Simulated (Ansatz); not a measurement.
`C=C(S)[SiH2][SiH3]` → `C=C[SiH2][SiH2]S`  (isomerisation)

Computed with Ansatz on PBE0-D4/def2-TZVP structures; ΔE is electronic, products minus reactants. CBS: MP2 limit from def2 TZ/QZ plus the TZ coupled-cluster correction, frozen cores. Each species was taken in one conformer, which may not be the lowest.

| species | MP2/def2-TZVPP energy (Eh) |
| --- | --- |
| `C=C(S)[SiH2][SiH3]` | -1056.57673 |
| `C=C[SiH2][SiH2]S` | -1056.61167 |

Problem. Work out ΔE.

Solution. ΔE = (-1056.61167) − (-1056.57673) = -0.03494 Eh = -91.7 kJ/mol. CCSD(T)/CBS gives -94.5 kJ/mol.

Largest T1 diagnostic among the species: 0.013.

In def2-TZVPP, CCSD(T) changes the Hartree–Fock value by +9.0 kJ/mol (the triples alone add +2.2 kJ/mol) and MP2 by +8.5 kJ/mol. From PBE to PBE0 (25 % exact exchange), in def2-TZVPP and without D4, ΔE moves by −5.1 kJ/mol.
